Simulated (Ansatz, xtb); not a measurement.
**C2H11Ge2N: 5 structures ranked**

5 gas-phase structures of C2H11Ge2N, from a drawn sample of its isomers (lower ones may exist). Each was relaxed with GFN2-xTB; where two conformers were screened, the lower at r2SCAN-D4/def2-SVP is listed:

A. `C[CH2][GeH2][NH][GeH3]`, a singlet
B. `CC[NH][GeH2][GeH3]`, a singlet
C. `[NH2][GeH2][CH2][CH2][GeH3]`, a singlet
D. `C[NH][GeH2][CH2][GeH3]`, a singlet
E. `CC[N]([GeH3])[GeH3]`, a singlet

Question: Make a reasoned guess at their ranking by r2SCAN-D4/def2-SVP single-point energy.

Answer: Calculated order at r2SCAN-D4/def2-SVP: A (0.0), B (20.8), C (30.2), D (43.5), E (46.7) kJ/mol. Less than 1 kcal/mol parts D and E, so the order within that pair means little.

Energies above the lowest of each column, in kJ/mol; the last columns are at B3LYP/def2-SVP geometries:

```json
{"structure": "A", "GFN2-xTB": "20.9", "HF/STO-3G": "0.0", "r2SCAN-D4/def2-SVP": "0.0", "B3LYP/def2-SVP": "0.0", "CCSD(T)/def2-SVP + ΔMP2/def2-TZVPP": "0.0"}
{"structure": "B", "GFN2-xTB": "0.0", "HF/STO-3G": "15.6", "r2SCAN-D4/def2-SVP": "20.8", "B3LYP/def2-SVP": "17.2", "CCSD(T)/def2-SVP + ΔMP2/def2-TZVPP": "37.8"}
{"structure": "C", "GFN2-xTB": "69.4", "HF/STO-3G": "50.0", "r2SCAN-D4/def2-SVP": "30.2", "B3LYP/def2-SVP": "32.2", "CCSD(T)/def2-SVP + ΔMP2/def2-TZVPP": "26.3"}
{"structure": "D", "GFN2-xTB": "75.5", "HF/STO-3G": "45.2", "r2SCAN-D4/def2-SVP": "43.5", "B3LYP/def2-SVP": "45.7", "CCSD(T)/def2-SVP + ΔMP2/def2-TZVPP": "46.4"}
{"structure": "E", "GFN2-xTB": "9.0", "HF/STO-3G": "35.7", "r2SCAN-D4/def2-SVP": "46.7", "B3LYP/def2-SVP": "46.9", "CCSD(T)/def2-SVP + ΔMP2/def2-TZVPP": "56.0"}
```

CCSD(T)/def2-SVP + ΔMP2/def2-TZVPP puts A lowest; GFN2-xTB picks B. CCSD(T)/def2-SVP + ΔMP2/def2-TZVPP orders those it was run on as A (0.0), C (26.3), B (37.8), D (46.4), E (56.0) kJ/mol. Flexible structures stand in one conformer each, not always the lowest. B keeps a small imaginary mode. The ΔMP2 step shifts differences by up to 27.5 kJ/mol, which makes them less sure. ΔMP2 is the change of the MP2 energy from the smaller to the larger basis.

Over these structures GFN2-xTB departs from r2SCAN-D4/def2-SVP by 28.8 kJ/mol on average once a common shift is removed. A GFN2-xTB relaxation took about 0.13 s and the r2SCAN-D4/def2-SVP energy about 2.9 s on a shared host (Ansatz 0.2.0, xtb 6.7.1).
